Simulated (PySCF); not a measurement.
A side-by-side comparison of computed properties.

First species: C₅H₁₁FOSi₂.
Z-matrix (Å and degrees, GFN2-xTB geometry), rows numbered from 1:
```
C 
C   1  1.3201
F   2  1.3630  1  118.75
C   2  1.4791  1  128.74  3  -177.06
Si  4  1.9338  2  111.25  1   108.47
C   5  1.9105  4  109.37  2    98.85
Si  5  2.3316  4  111.67  2   -29.44
C   5  1.9264  4  103.34  2  -147.84
O   8  1.2063  5  123.35  4    29.71
H   1  1.0746  2  121.53  3    -0.93
H   1  1.0727  2  120.61  3   179.90
H   4  1.0919  2  108.88  1  -130.69
H   4  1.0878  2  109.34  1   -12.59
H   6  1.0863  5  110.66  4   -62.93
H   6  1.0879  5  112.29  4    57.27
H   6  1.0866  5  111.13  4   177.79
H   7  1.4643  5  112.20  4   -56.80
H   7  1.4673  5  111.01  4  -177.13
H   7  1.4632  5  110.95  4    63.79
H   8  1.1121  5  117.65  4  -153.41
```

Second species: C₄H₁₀ClPSi₂.
Structure used (GFN2-xTB), in Å, numbered top down from 1:
```xyz
18
C4H10ClPSi2 angstrom
C      1.6400    0.8507    1.7998
C      1.7622    0.4658    0.6725
C      1.8799   -0.0342   -0.6803
C      0.8329   -1.1112   -0.9725
Si    -0.9572   -0.4452   -0.7996
P     -0.9025    1.6016   -1.7441
Si    -1.6997   -0.5334    1.4134
Cl    -3.6555   -1.0541    1.4395
H      1.5640    1.2048    2.7843
H      2.8902   -0.4319   -0.8222
H      1.7458    0.8007   -1.3792
H      0.9902   -1.4773   -1.9875
H      0.9893   -1.9575   -0.3026
H     -1.7877   -1.2481   -1.7224
H     -0.4465    2.2519   -0.6103
H     -2.2221    1.9001   -1.4560
H     -1.0040   -1.5239    2.2360
H     -1.6281    0.7476    2.1196
```

Levels: PBE0/pcSseg-1 for dipole moment, HOMO energy, LUMO energy and HOMO–LUMO gap; GFN2-xTB for rotational constant A and rotational constant C. Geometries: GFN2-xTB. Each structure is a single optimised conformer of the isolated species, non-relativistic unless stated. Electronic properties by PySCF.

Dipoles, sizes and rotational constants follow the conformer. The torsions of the flexible species, by atom-mapped SMILES:
- `[CH2:1]=[C:2]([F:3])[CH2:4][Si@:5]([CH3:6])([SiH3:7])[CH:8]=[O:9]`: C1–C2–C4–Si5 108°, C2–C4–Si5–C6 99°, C4–Si5–C8–O9 30°
- `[CH:1]#[C:2][CH2:3][CH2:4][Si@H:5]([PH2:6])[SiH2:7][Cl:8]`: C2–C3–C4–Si5 61°, C3–C4–Si5–P6 41°, C4–Si5–Si7–Cl8 -142°, H–P6–Si5–C4 -84°, H–P6–Si5–C4 -177°

Task: Which has the higher dipole moment?

Result: The second: 2.02 D against 1.65 D, a difference of 0.37 D.

Task: Which has the higher rotational constant C?

Result: The first: 0.736 GHz against 0.502 GHz, a difference of 0.234 GHz.

Task: Which has the higher HOMO energy?

Result: The first: -6.89 eV against -7.36 eV, a difference of 0.47 eV.

Task: Which of the two has the higher HOMO–LUMO gap, and by how much?

Result: The second: 6.87 eV against 5.22 eV, a difference of 1.65 eV.

Task: Which of the two has the higher LUMO energy, and by how much?

Result: The second: -0.49 eV against -1.67 eV, a difference of 1.18 eV.

On the first: In atomic units the dipole is 0.65 e·bohr (1 au = 2.5417 D). A dipole of 1.65 D is allowed in C1, and pure rotational transitions are dipole-allowed.

On the second: The dipole matches unit charges of opposite sign 0.42 Å apart (1 e·Å = 4.8032 D).
